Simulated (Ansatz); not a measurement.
Total energies of the cluster B₂Sb from Ansatz at PBE0-D4/def2-TZVPD, gas phase (1 Eh = 27.2114 eV = 2625.5 kJ/mol). The reference geometry is relaxed at r2SCAN-D4/def2-TZVP.

```xyz
3

B    -0.302    0.923   -0.294
B    -0.389    0.016    0.936
Sb    0.691   -0.939   -0.642
```

```csv
state,geometry,energy (Eh)
charge 0 doublet,reference,-289.73247
charge -1 singlet,reference,-289.77691
charge -1 singlet,relaxed at r2SCAN-D4/def2-TZVPD,-289.77754
free B atom (doublet),–,-24.61833
free Sb atom (quartet),–,-240.22290
```

In the def2 sets Sb takes a core potential; there is no spin–orbit coupling.

Other spin states of the ions weren't run at this level and may lie lower.

(1) Work out the vertical electron affinity, to the singlet.

(2) How much does the charge -1 singlet relax, and what is the adiabatic electron affinity?

(3) What is the binding energy per atom against free atoms?

(1) E(charge 0 doublet) − E(charge -1 singlet) = -289.73247 − (-289.77691) = 0.04444 Eh = 1.21 eV.

(2) Relaxation: -289.77691 − (-289.77754) = 0.00063 Eh = 0.02 eV. Adiabatic electron affinity: 0.04507 Eh = 1.23 eV, without zero-point energy. 

(3) Atoms: 2 × (-24.61833) + 1 × (-240.22290) = -289.45956 Eh. Binding: -289.45956 − (-289.73247) = 0.27291 Eh = 7.43 eV, or 2.48 eV for each of 3 atoms (no zero-point energy, no counterpoise term).

At PBE0-D4/def2-TZVPD the charge 0 doublet is spin-contaminated (final ⟨S²⟩ up to 0.89, 0.75 for a pure state). The restricted singlet is unstable towards broken spin symmetry in Hartree–Fock (as tested in another run); at PBE0-D4/def2-TZVPD this wasn't settled. At PBE0-D4/def2-TZVPD the highest occupied level of the charge -1 singlet lies above zero (up to 0.12 eV). By energy differences its removal costs 1.21 eV (vertical, to the charge 0 doublet, at PBE0-D4/def2-TZVPD); a positive level beside a positive removal energy at the same level points to self-interaction error. At PBE0-D4/def2-TZVPD the highest occupied level of the relaxed charge -1 singlet lies above zero (up to 0.12 eV). By energy differences its removal costs 1.23 eV (each at its own geometry, to the charge 0 doublet, at PBE0-D4/def2-TZVPD); the vertical value is larger still, so the positive level points to self-interaction error. At PBE0-D4/def2-TZVPD the lowest empty level of the doublet has α spin (-3.59 eV), and filling it gives a triplet, which wasn't run; the affinity to the singlet shown is then probably not the largest one.

The structure comes from a short search, and lower isomers may exist.
